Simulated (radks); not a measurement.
The mean radii <r> (bohr) of the occupied orbitals of an atom or ion are listed with their occupations. All-electron calculation, non-relativistic Kohn-Sham, exchange-only B88, spin-polarised, spherical densities, point nucleus. Program: a radial shooting solver on a logarithmic mesh with Libxc functionals.

orbital  occ.      <r>
1s          2  0.06152
2s          2   0.2778
2p          6   0.2430

Name the element and its charge. Open shells, if any, are filled with parallel spins first.

Answer. Z = 25, manganese, charge +15: Mn15+ in [Ne]. The 1s radius gives Z: for a bare nucleus <r> = 1.5/Z, 0.06 bohr for Z = 25, and screening makes it slightly larger (0.06152 here). The occupations add up to 10, and the charge is Z minus that.
